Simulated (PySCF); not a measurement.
# Tb(III) with different ligands

Computed with PySCF 2.14.0, PBE0, def2-SVP on the ligands, density fitting, scalar-relativistic core potentials, no spin-orbit coupling, vacuum. The metal has lcecp-1-SVP with ECP54. Each complex is relaxed within the symmetry of a template of the same shape. Distances are means of the shortest metal–ligand contacts, charges and spins Mulliken's; removal energies are rigid, with the ligand's formal charge and no counterpoise, so too large; for an anion taken off a cation in vacuum most of it is the attraction of opposite charges, and multiply charged cations can part far more cheaply with an electron moved from ligand to metal. lcecp potentials hold a fixed number of 4f electrons in the core, out of states, spins and gaps.

| complex | point group | M–first ligand (Å) | charge on M (e) | dipole (D) | removal of one first-named ligand (eV) | strongest infrared band, degenerate modes summed (cm⁻¹) | unstable modes (below −25 cm⁻¹) |
| --- | --- | --- | --- | --- | --- | --- | --- |
| TbH3(NH3) | C3v | 2.045 | 0.61 | 5.62 | 8.94 | 1376 | 0 |
| TbCl3(H2O) | Cs | 2.500 | 0.86 | 5.83 | 9.00 | – | 1 (soft) |
| TbCl3(NH3) | C3v | 2.505 | 0.81 | 5.37 | 8.92 | 1224 | 0 |
| TbH3(H2O) | C1 | 2.050 | 0.76 | 4.21 | 9.96 | 1423 | 0 |
| TbF3(NH3) | C3v | 2.045 | 1.18 | 5.80 | 11.04 | 561 | 0 |
| TbF3(H2O) | Cs | 2.038 | 1.21 | 6.73 | 11.11 | 560 | 0 |

Question: What does the calculation give for Tb(OH)3(NH3)?

Answer: point group: nearly C3v, M–first ligand (Å): 2.077, charge on M (e): 0.92, dipole (D): 4.20, removal of one first-named ligand (eV): 10.45, unstable modes (below −25 cm⁻¹): not given.
```xyz
11

Tb    0.1595   -0.2042    0.2539
O     1.1896    1.3221    1.2148
H     1.7053    1.9546    1.7111
O    -1.4217   -1.1146    1.2473
H    -2.0763   -1.5822    1.7628
O     1.1282   -1.2565   -1.2522
H     1.6263   -1.7816   -1.8756
N    -1.2457    1.2688   -1.2479
H    -1.8429    1.8974   -0.7094
H    -0.6738    1.8527   -1.8593
H    -1.8594    0.7188   -1.8500
```

Members with unstable modes aren't minima as they stand: saddle points kept by symmetry or, where the modes are soft, flat surfaces and noise. Moved off a saddle point of the template and relaxed again: TbH3(H2O). One start shape was tried for each, so a minimum needn't be the lowest isomer.
